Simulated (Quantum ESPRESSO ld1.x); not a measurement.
Mo2.875+, 39.125 electrons, occupied as [Ar] 3d10 4s1.125 4p6 4d4 (fractional occupations, a model configuration). All-electron calculation, Dirac Kohn-Sham, revPBE, spin-unpolarised, spherical densities, point nucleus; open shells fill j = l - 1/2 first. Program: ld1.x of Quantum ESPRESSO 7.5. Some entries of the table are withheld. Estimate them.

orbital,occ.,eigenvalue (hartree),<r^2> (bohr^2),<1/r> (bohr^-1)
1s1/2,2,-729.450,0.001668,43.56
2s1/2,2,-104.091,0.02779,9.914
2p1/2,2,-95.8486,0.02099,9.889
2p3/2,4,-91.9325,0.02235,9.416
3s1/2,2,-18.7676,0.2104,3.393
3p1/2,2,-15.6318,0.2085,3.291
3p3/2,4,-14.9865,0.2187,3.177
3d3/2,4,-9.44855,0.2049,2.989
3d5/2,6,-9.32630,0.2082,2.959
4s1/2,1.125,-3.54298,1.350,1.251
4p1/2,2,(1),1.605,1.137
4p3/2,4,(2),1.679,1.106
4d3/2,4,(3),(4),0.8338
4d5/2,0,(5),(6),0.8269

Answer. 
(1) 4p1/2 eigenvalue (hartree): -2.63739
(2) 4p3/2 eigenvalue (hartree): -2.54120
(3) 4d3/2 eigenvalue (hartree): -1.19952
(4) 4d3/2 <r^2> (bohr^2): 2.931
(5) 4d5/2 eigenvalue (hartree): -1.18859
(6) 4d5/2 <r^2> (bohr^2): 2.975
